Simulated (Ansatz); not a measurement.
C2H7NO, SMILES `CNCO` (C–N–C–O torsion 57°, N–C–O–H torsion 71°) (charge 0, multiplicity 1).

Cartesian coordinates (Å):
SMILES: CNCO
```xyz
11

C      1.3688     0.1455     0.0942
N      0.2400    -0.3646    -0.6565
C     -0.9673    -0.5073     0.0859
O     -1.4632     0.6648     0.7199
H      1.2053     1.1390     0.5305
H      1.5917    -0.5437     0.9134
H      2.2477     0.1854    -0.5517
H      0.0929     0.1614    -1.5077
H     -0.7905    -1.2067     0.9066
H     -1.7286    -0.9331    -0.5776
H     -1.7968     1.2593     0.0430
```
Charge 0, multiplicity 1.

Frozen-core energies in 6-31g from Ansatz (an electronic-structure program) at a geometry from PBE0-D3(BJ)/def2-TZVP; the HF reference has <S^2> = 0.00 and the T1 diagnostic is 0.009.

| level | energy (Ha) | difference from CCSDT(Q) (mHa) |
|---|---|---|
| HF | -209.00306 | 459.71 |
| MP2 | -209.41500 | 47.77 |
| CCSD | -209.45213 | 10.63 |
| CCSD(T) | -209.46111 | 1.66 |
| CCSDT | -209.46169 | 1.08 |
| CCSDT(Q) | -209.46277 | 0.00 |
